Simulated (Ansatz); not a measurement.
Cartesian coordinates in Å:
```
Cl 1.731 -0.372 2.274
Si 0.053 0.284 1.272
N 0.378 1.026 -0.238
Si -0.349 -0.093 -1.348
P -1.178 -1.364 0.339
H -0.640 1.158 2.247
H 0.877 1.881 -0.430
H -1.406 0.528 -2.188
H 0.604 -0.794 -2.249
H -0.071 -2.255 0.322
```

Total charge 0; spin multiplicity 1.

Q: List the PBE/def2-TZVPP orbital energies in eV (the Gaussian-basis code of Ansatz). (Estimate.)

A: Computed: Occupied: -2738.88, -2075.93, -1780.97, -1780.31, -380.50, -249.46, -190.14, -190.00, -189.99, -171.29, -138.54, -137.98, -122.75, -122.73, -122.67, -95.32, -95.27, -95.23, -94.74, -94.71, -94.67, -21.52, -20.39, -16.17, -13.27, -13.17, -11.20, -10.05, -9.51, -8.97, -8.52, -8.31, -7.81, -7.03, -6.72, -6.63. Lowest empty: -1.50, -0.95, -0.74, 0.16, 0.36, 0.68, 0.87, 1.19.
